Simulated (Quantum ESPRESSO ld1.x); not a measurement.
Results of a calculation; reference values are marked as such.
Problem. These are the eigenvalues of the occupied orbitals of an atom or ion with whole-number occupations (hartree). Level of theory: scalar-relativistic Kohn-Sham, PBE, spin-unpolarised, spherical densities, point nucleus (ld1.x of Quantum ESPRESSO 7.5).

| orbital | eigenvalue |
|---|---|
| 1s | -149.281 |
| 2s | -19.1550 |
| 2p | -16.2552 |
| 3s | -5.02316 |
| 3p | -4.25583 |

Which element is it, and in what charge state? The configuration may be excited.

Solution. Z = 20, calcium, charge +6: Ca6+ in [Ne] 3s2 3p2. The list shows which subshells hold electrons but not how many an open one holds; the 1s level, -149.28 hartree, gives Z - s = 17.3 by -(Z - s)^2/2, which with screening and relativity narrows Z to a few neighbours, and the depths of the outer levels then fix element, charge and occupations together.
